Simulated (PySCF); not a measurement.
Cd(OH)(NH2) (CdH₃NO), SMILES [NH2][Cd][OH]. Atoms are numbered in the order given.

```xyz
6

Cd    -0.0108    -0.0057     0.0000
O     -1.9728    -0.0971     0.0000
H     -2.3863     0.7688     0.0000
N      1.9860     0.1315     0.0000
H      2.3938    -0.3195    -0.8112
H      2.3938    -0.3195     0.8112
```

The structure is a stationary point at PBE0-D3(BJ)/def2-TZVP. The def2 effective core potentials stand for the cores of Cd; spin–orbit coupling is left out. One conformer was computed; it need not be the lowest.

All values below come from r2SCAN/def2-TZVPD (PySCF).

Mulliken values depend strongly on the basis, most of all with diffuse functions as here. ESP charges are fitted to the potential on shells at 1.4 to 2.0 van der Waals radii. Atomic charges (e):

| atom | ESP fit | Mulliken |
|---|---|---|
| Cd1 | 0.78 | 0.67 |
| O2 | -0.77 | -0.72 |
| H3 | 0.34 | 0.30 |
| N4 | -0.93 | -0.69 |
| H5 | 0.29 | 0.22 |
| H6 | 0.29 | 0.22 |
